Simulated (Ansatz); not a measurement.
Born–Oppenheimer molecular dynamics of C₃H₂B (6 atoms, charge 0, multiplicity 2). It starts from a relaxed structure.

All numbers below come from UKS PBE0/def2-SVP (Ansatz 0.2.0).

```json
{"ensemble": "NVE (velocity Verlet)", "time step": "0.5 fs", "steps asked": "150", "starting velocities drawn for": "1000 K", "seed": "955107"}
```

First frame:

```xyz
6
Properties=species:S:1:pos:R:3
B -0.329 -2.797 0.408
C -0.170 -1.449 0.211
C -0.021 -0.183 0.027
C 0.130 1.110 -0.162
H 0.574 1.492 -1.086
H -0.184 1.827 0.602
```

How far do the bonds stretch over the last three quarters of this one trajectory? (Pairs bonded in most of those frames.)


```tsv
bond	mean (Å)	spread (Å)	shortest	longest
B1–C2	1.375	0.030	1.32	1.43
C2–C3	1.291	0.013	1.27	1.31
C3–C4	1.321	0.025	1.27	1.36
C4–H5	1.101	0.060	1.02	1.19
C4–H6	1.098	0.030	1.05	1.15
```

Mean temperature of the second half: 444 K. The conserved energy stayed within 0.68 meV per atom of its start (net change 0.37 meV per atom), so the integration is sound. The temperature averaged 0.44 of the 1000 K drawn at the start: a run that starts near a minimum puts about half its kinetic energy into the potential. A run of 0.075 ps of so small a system gives no equilibrium averages.

Time of the run: 4.1 min on 1 CPU thread of a shared host.
